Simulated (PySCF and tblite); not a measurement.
Values are calculated unless marked as measured or tabulated.
System: C₅H₇BF₂Si, numbered as in [CH:1]#[C:2][CH2:3]/[C:4]([SiH3:5])=[CH:6]/[B:7]([F:8])[F:9].

For the rotation about the B7–C6 bond (torsion F8–B7–C6–C4 from 0° to 180°, rising): electronic barrier 4.42 kcal/mol, zero-point change -0.59 kcal/mol, thermal and entropy terms at 350 K a further 0.34 kcal/mol (symmetry numbers apart). The minimum is C1, the saddle C1. The path came from a restrained scan, a climbing-image band and a saddle search at GFN2-xTB; energies are BP86/pcSseg-1 + D3(BJ), IEF-PCM chloroform//GFN2-xTB, thermal terms GFN2-xTB. Rates follow Eyring's equation with the number of equivalent paths and no tunnelling. Run with tblite and PySCF.

(1) How many equivalent paths lead out of the minimum?

(2) Work out the rate at 350 K.

Results:

(1) 2: the symmetry number of the minimum is 1, that of the saddle displaced along its mode 1, and since the end is the start again or its mirror image, the same path run backwards is a second way out.

(2) ΔG‡ = 4.17 kcal/mol; k_B T/h = 7.3×10¹² s⁻¹; exp(−ΔG‡/RT) = 0.0025; times 2 gives k = 3.6×10¹⁰ s⁻¹. Wigner's tunnelling factor for the 51i cm⁻¹ mode would be 1.00.
